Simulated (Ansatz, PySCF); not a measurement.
Base molecule (SMILES): NB(Cl)Cl. Each molecule is optimised on its own at B3LYP-D3(BJ)/def2-TZVP (Ansatz, a first-principles code), one conformer each, not searched for the lowest. Frequencies are from Ansatz or PySCF. Valence correlation only, unless marked. UHF or UKS for open shells. No spin-orbit coupling. Frozen are the shells of the preceding noble gas and the d and f shells that filled before the atom's block. Non-relativistic. CBS marks a two-point X^-3 extrapolation of the correlation energy; Hartree-Fock from the larger set. The bracket is a focal-point correction in the basis named. Rows marked 298 K are enthalpies with B3LYP-D3(BJ) harmonic zero-point and thermal terms.

Levels, all with Ansatz: PBE/def2-TZVPD, and a column headed coupled cluster (CCSD(T) or an MP2 limit with a CCSD(T) correction), which has limits of its own: B-N bond dissociation enthalpy, 298 K at RI-MP2/CBS(cc-pV(T+d)Z,cc-pV(Q+d)Z)+[CCSD(T)-MP2]/cc-pV(T+d)Z.

| property of the base | coupled cluster | PBE |
|---|---|---|
| B-N bond dissociation enthalpy, 298 K (to Cl[B]Cl + [NH2] (NH2)) (kcal/mol) | 135.9 | 130.9 |

One change at a time; values at coupled cluster, with the shift from the base at coupled cluster and at PBE:
- every Cl replaced by F, giving NB(F)F: B-N bond dissociation enthalpy, 298 K (to F[B]F + [NH2] (NH2)) 137.3 kcal/mol (+1.4; PBE +1.1).
- every Cl replaced by Br, giving NB(Br)Br: B-N bond dissociation enthalpy, 298 K (to Br[B]Br + [NH2] (NH2)) 135.2 kcal/mol (-0.7; PBE -0.8).
